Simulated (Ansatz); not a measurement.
`[OH][Al]([F])[ZnH]` + H–F → `[OH][Al]([F])[F]` + `[ZnH2]` at 400 K and 1 bar (cleavage of the Al–Zn bond).

Computed with Ansatz on PBE0-D4/def2-TZVP structures; ΔE is electronic, products minus reactants. CBS: MP2 limit from def2 TZ/QZ plus the TZ coupled-cluster correction, frozen cores. This one scheme is used for every species. For Zn outer-core shells are correlated without core-valence functions, which leaves a few kJ/mol of doubt a bond. Scalar relativity is left out up to krypton. Each species was taken in one conformer, which may not be the lowest.

```csv
species,CCSD(T)/CBS energy (Eh),H − E (kJ/mol),S (J/(mol·K))
`[OH][Al]([F])[ZnH]`,-2196.69547,89.1,368.0
H–F,-100.39570,36.5,182.2
`[OH][Al]([F])[F]`,-517.59653,73.2,321.8
`[ZnH2]`,-1779.54550,43.9,212.3
```

H − E and S are ideal-gas, rigid-rotor, harmonic terms from PBE0-D4/def2-TZVP, for one conformer and one mirror image of each species. 1 Eh = 2625.50 kJ/mol, R = 8.31446 J/(mol·K).

Task: By hand: ΔE, ΔH, ΔS and ΔG.

Result: ΔE = (-517.59653) + (-1779.54550) − (-2196.69547) − (-100.39570) = -0.05086 Eh = -133.5 kJ/mol. Δ(H − E) = 73.2 + 43.9 − 89.1 − 36.5 = -8.5, so ΔH = -142.0 kJ/mol. ΔS = 321.8 + 212.3 − 368.0 − 182.2 = -16.1 J/(mol·K). ΔG = -142.0 − 400 × (-16.1)/1000 = -135.6 kJ/mol.

Task: By hand: the equilibrium constant, and the temperature at which ΔG would vanish if ΔH and ΔS stayed fixed.

Result: log₁₀ K = −ΔG/(RT ln 10) = 17.7. ΔG = 0 at ΔH/ΔS = 8820 K, far beyond where these terms or the molecules hold.

ΔH outweighs TΔS. A doubt of 5 kJ/mol in ΔE shifts log₁₀ K by 0.7 here. Other conformers and mirror images would add mixing entropy, several J/(mol·K) or more a flexible species. These are equilibria of isolated gas molecules and say nothing of rates. Largest T1 diagnostic: 0.016 (customary marks: 0.02 for closed shells, 0.045 for open ones).
